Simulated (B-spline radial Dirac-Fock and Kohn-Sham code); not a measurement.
## Compton profile of Ru⁺

System: Ru⁺ in the configuration [Kr] 4d7, inside a Watson sphere of charge -1 and radius 2.4 Å (a model of the Madelung potential; inside it an electron's potential energy is raised by 6.0 eV).

Level of theory: the impulse approximation on relativistic Hartree-Fock (Dirac-Fock) wave functions, averaged over the configuration; a radial finite-basis atomic code. pz is in atomic units of momentum; subshell profiles are per electron, for a selection of subshells; open shells are spread over both j values by their weights.

| pz | J total | J 2p3/2 | J 3d3/2 | J 3d5/2 | J 4d5/2 |
| --- | --- | --- | --- | --- | --- |
| 0 | 6.553 | 0.0352 | 0.0691 | 0.0697 | 0.293 |
| 0.2 | 6.523 | 0.0352 | 0.0691 | 0.0697 | 0.293 |
| 0.3 | 6.484 | 0.0352 | 0.0691 | 0.0697 | 0.293 |
| 0.4 | 6.423 | 0.0352 | 0.0691 | 0.0697 | 0.292 |
| 0.5 | 6.335 | 0.0352 | 0.0691 | 0.0697 | 0.290 |
| 0.6 | 6.214 | 0.0352 | 0.0691 | 0.0697 | 0.285 |
| 0.8 | 5.865 | 0.0352 | 0.0691 | 0.0697 | 0.267 |
| 1 | 5.390 | 0.0352 | 0.0691 | 0.0696 | 0.238 |
| 1.2 | 4.843 | 0.0352 | 0.0691 | 0.0696 | 0.203 |
| 1.4 | 4.286 | 0.0352 | 0.0690 | 0.0696 | 0.167 |
| 1.6 | 3.765 | 0.0352 | 0.0689 | 0.0695 | 0.133 |
| 1.8 | 3.308 | 0.0352 | 0.0688 | 0.0694 | 0.104 |
| 2 | 2.924 | 0.0352 | 0.0686 | 0.0692 | 0.0798 |
| 2.5 | 2.260 | 0.0351 | 0.0678 | 0.0683 | 0.0387 |
| 3 | 1.885 | 0.0350 | 0.0661 | 0.0666 | 0.0177 |
| 4 | 1.474 | 0.0346 | 0.0600 | 0.0603 | 0.00407 |
| 5 | 1.173 | 0.0338 | 0.0509 | 0.0509 | 0.00232 |
| 7 | 0.7153 | 0.0311 | 0.0308 | 0.0306 | 0.00207 |
| 10 | 0.3668 | 0.0246 | 0.0116 | 0.0114 | 0.000956 |
| 15 | 0.1556 | 0.0132 | 0.00206 | 0.00199 | 0.000176 |
| 20 | 0.07707 | 0.00602 | 0.000407 | 0.000385 | 3.43e-05 |
| 30 | 0.02526 | 0.00116 | 2.55e-05 | 2.33e-05 | 2.04e-06 |
| 40 | 0.01047 | 0.000254 | 2.74e-06 | 2.40e-06 | < 1e-6 |
| 60 | 0.002481 | 2.08e-05 | < 1e-6 | < 1e-6 | < 1e-6 |
| 100 | 0.0002827 | < 1e-6 | < 1e-6 | < 1e-6 | < 1e-6 |

J(0) = 6.553. The 4d5/2 subshell gives the largest part, 19 %.

Mean momentum ⟨p⟩ by subshell (a.u.): 1s1/2 39.4, 2s1/2 13.8, 2p1/2 18.5, 2p3/2 17.8, 3s1/2 6.45, 3p1/2 7.69, 3p3/2 7.49, 3d3/2 8.80, 3d5/2 8.72, 4s1/2 2.68, 4p1/2 2.90, 4p3/2 2.82, 4d3/2 2.42, 4d5/2 2.39.

Values without a named source are computed, but for edge energies of neutral atoms, which are taken from tables.
